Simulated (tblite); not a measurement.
Run record: tight-binding relaxation, `C=C(C=O)[Si@H](Cl)OC(C)=O`.

Computed with GFN2-xTB geometry optimisation, gas phase (tblite 0.8.0). Start geometry: from a force field or distance geometry. The command runs a driver script over a list of jobs; the input below is this job's line of settings and its coordinates in Å.

Command:
```bash
OMP_NUM_THREADS=1 python probes_run.py task.json out
```

Input:
```
{"job": {"kind": "relax", "xc": "GFN2-xTB", "basis": "xTB"}, "charge": 0, "multiplicity": 1}
C     -2.239500    -0.968500     1.688300
C     -1.521900    -0.395100     0.702000
C     -1.759700    -0.877400    -0.669200
O     -1.182500    -0.440900    -1.668200
Si    -0.247100     0.888500     0.959100
Cl    -1.342600     2.625800     0.974800
O      0.894700     1.080400    -0.228300
C      1.775700     0.098600    -0.530500
C      2.600900     0.491400    -1.718600
O      1.891600    -0.969200     0.065300
H     -2.996100    -1.734600     1.491800
H     -2.133300    -0.683200     2.734400
H     -2.544800    -1.656100    -0.765400
H      0.392400     0.791700     2.289100
H      3.187700     1.386600    -1.473000
H      3.270800    -0.321800    -1.969900
H      1.946600     0.696100    -2.572200
```

Question: Estimate the output.

Answer: 
```
step      E/eV     max force
  0    -892.38303    2.598
  1    -892.49925    2.655
  2    -892.58705    0.492
  3    -892.59900    0.309
  4    -892.60861    0.299
  5    -892.61333    0.280
  6    -892.62045    0.204
  7    -892.62435    0.268
  8    -892.62843    0.223
  9    -892.63264    0.194
... (86 lines left out)
 96    -892.68444    0.018
 97    -892.68450    0.017
 98    -892.68454    0.015
 99    -892.68458    0.020
100    -892.68463    0.019
101    -892.68467    0.013
102    -892.68470    0.014
103    -892.68473    0.013
104    -892.68476    0.012
105    -892.68478    0.009
```

«max force» is the largest atomic force in eV/Å.

Main results: energy lowered by 7.0 kcal/mol over 105 steps; largest atomic force 0.009 eV/Å at the end.

Question: Where do the atoms end?

Answer: 0.280 Å rms from the input after alignment:
```
atom  x, y, z in Å
C1    -2.1570   -1.0201    1.5997
C2    -1.4267   -0.3687    0.6941
C3    -1.4917   -0.7921   -0.7111
O4    -0.9986   -0.1917   -1.6312
Si5   -0.2530    1.0643    1.1098
Cl6   -1.1347    2.8389    0.8830
O7     0.9763    1.1385    0.0147
C8     1.6063    0.0606   -0.4735
C9     2.3877    0.3750   -1.7078
O10    1.5075   -1.0152    0.0475
H11   -2.7987   -1.8442    1.3242
H12   -2.1475   -0.7464    2.6408
H13   -2.0438   -1.7377   -0.8780
H14    0.3007    0.8831    2.4436
H15    2.9280    1.3096   -1.5848
H16    3.0666   -0.4391   -1.9418
H17    1.6715    0.4973   -2.5198
```

Question: How long does this job take on Arm Neoverse N1, one thread, shared host with 64 logical CPUs at a one-minute load of 60?

Answer: About 1.6 s.
Labels such as C1 count atoms from 1, the log's own numbers from 0.
